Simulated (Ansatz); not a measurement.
Ligands exchanged one at a time, Al CH3-OH. Gas-phase values, no solvent. One relaxed conformer stands for each flexible species; it need not be the lowest. Strings in code marks are SMILES.

Quantity: redistribution energy (mixed species minus the weighted end members), in kJ/mol.

Case: 2 of 3 CH3 replaced by OH: `[CH3][Al]([OH])[OH]` (O–Al–O–H torsion -1°, O–Al–O–H torsion 1°). The other species in the difference include `[CH3][Al]([CH3])[CH3]` (neutral, multiplicity 1). Geometry of `[CH3][Al]([OH])[OH]` (neutral, multiplicity 1, Å):

```xyz
9

C      1.4866     0.0433    -0.5792
Al    -0.4091    -0.0135    -0.2104
O     -1.2676     1.4519    -0.1428
O     -1.1499    -1.5254     0.0238
H      1.9544     0.9315    -0.1479
H      2.0013    -0.8401    -0.1949
H      1.6728     0.0802    -1.6572
H     -2.2076     1.5380     0.0165
H     -2.0809    -1.6660     0.1967
```

### Question
Give the redistribution energy (mixed species minus the weighted end members) at the level frozen-core CCSD(T)/cc-pVTZ // r2SCAN-D4/def2-TZVP (Ansatz, a first-principles code).

### Answer
-7.81 kJ/mol.
